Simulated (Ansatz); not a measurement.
Cost and result for the atomization energy of F2GeH2Se, SMILES `[F][GeH]([F])[SeH]` (6 atoms, 5 bonds).

The species carries charge 0 and has multiplicity 1. Correlated methods include outer-core shells of Ge, Se, which these sets cover unevenly. Scalar relativity is left out up to krypton. The structure was optimised at the PBE0-D4/def2-TZVP level. It is one conformer, not always the lowest. Program: Ansatz. All runs use 4 threads of an Arm Neoverse V2 on a shared host. Times are those of one run each, without the atoms' runs, and a repeat can differ threefold. Electronic energies, without spin–orbit coupling; frozen cores. CCSD(T)/CBS adds CCSD(T) − MP2 in def2-TZVPP to the MP2 limit, and its time is that of the two runs behind it. T1 = 0.011. With those shells the extrapolation isn't a true limit. HSE06 is the plane-wave form, built on full-range PBE exchange.

CCSD(T)/CBS is a level of theory with its own doubt, some kJ/mol a heavy atom from the limit and from the frozen cores, so smaller differences don't rank the functionals.

```json
{"level": "LDA (SPW92)/def2-TZVPP", "functions": "186", "wall time": "0.7 s", "atomization (kJ/mol)": "2181.0", "difference from CCSD(T)/CBS": "308.2", "per bond": "61.7"}
{"level": "revPBE-D4/def2-TZVPP", "functions": "186", "wall time": "1.2 s", "atomization (kJ/mol)": "1818.5", "difference from CCSD(T)/CBS": "-54.3", "per bond": "-10.8"}
{"level": "BHLYP-D4/def2-TZVPP", "functions": "186", "wall time": "1.9 s", "atomization (kJ/mol)": "1754.1", "difference from CCSD(T)/CBS": "-118.7", "per bond": "-23.7"}
{"level": "HSE06-D4/def2-TZVPP", "functions": "186", "wall time": "2 s", "atomization (kJ/mol)": "1825.4", "difference from CCSD(T)/CBS": "-47.4", "per bond": "-9.5"}
{"level": "CAM-B3LYP-D4/def2-TZVPP", "functions": "186", "wall time": "2.1 s", "atomization (kJ/mol)": "1847.7", "difference from CCSD(T)/CBS": "-25.1", "per bond": "-5.0"}
{"level": "r2SCAN-D4/def2-TZVPP (with forces)", "functions": "186", "wall time": "3 s", "atomization (kJ/mol)": "1867.0", "difference from CCSD(T)/CBS": "-5.8", "per bond": "-1.2"}
{"level": "PBE-QIDH/def2-TZVPP", "functions": "186", "wall time": "3.4 s", "atomization (kJ/mol)": "1829.4", "difference from CCSD(T)/CBS": "-43.4", "per bond": "-8.7"}
{"level": "ωB97X-V/def2-TZVPP", "functions": "186", "wall time": "4.9 s", "atomization (kJ/mol)": "1868.6", "difference from CCSD(T)/CBS": "-4.2", "per bond": "-0.8"}
{"level": "B97M-V/def2-TZVPP", "functions": "186", "wall time": "5.5 s", "atomization (kJ/mol)": "1867.7", "difference from CCSD(T)/CBS": "-5.1", "per bond": "-1.0"}
{"level": "CCSD(T)/def2-SVP", "functions": "102", "wall time": "5.5 s", "atomization (kJ/mol)": "1707.2", "difference from CCSD(T)/CBS": "-165.6", "per bond": "-33.1"}
{"level": "MP2/def2-QZVPP", "functions": "352", "wall time": "12 s", "atomization (kJ/mol)": "1908.0", "difference from CCSD(T)/CBS": "35.2", "per bond": "7.1"}
{"level": "CCSD(T)/def2-TZVPP", "functions": "186", "wall time": "74 s", "atomization (kJ/mol)": "1820.9", "difference from CCSD(T)/CBS": "-51.9", "per bond": "-10.4"}
{"level": "CCSD(T)/CBS(def2)", "functions": "–", "wall time": "86 s", "atomization (kJ/mol)": "1872.8", "difference from CCSD(T)/CBS": "0.0", "per bond": "0.0"}
```

In def2-TZVPP, CCSD(T) changes the Hartree–Fock value by +551.5 kJ/mol (the triples alone add +38.1 kJ/mol) and MP2 by +607.3 kJ/mol; breaking electron pairs costs correlation energy, which Hartree–Fock lacks. From PBE to PBE0 (25 % exact exchange), in def2-TZVPP and without D4, the atomization energy moves by −56.2 kJ/mol: exact exchange takes away binding that semilocal exchange gives to molecules. Leaving LDA and LC-ωPBE aside and taking each functional with its dispersion term where it has one, the values, not all of them listed here, spread over 129.1 kJ/mol, from BHLYP-D4 to PBE-D4. LDA lies +310.4 kJ/mol from PBE without D4, its usual overbinding.
